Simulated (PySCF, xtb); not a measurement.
GaFClBr, SMILES [Cl][Ga]([Br])[F].

GFN2-xTB (xtb 6.7.1) at its own geometry gives an orbital gap of 3.71 eV and a dipole moment of 3.90 D.

The structure is a stationary point at PBE0-D3(BJ)/def2-SVP. The structure was generated by enumeration; whether it is a known compound was not checked.

### Question
What does CAM-B3LYP/def2-TZVPD (PySCF) give? (The exact figures need the calculation; the answer reports its results.)

### Answer
gap 9.19 eV (levels -10.58 and -1.39 eV), dipole 1.12 D.
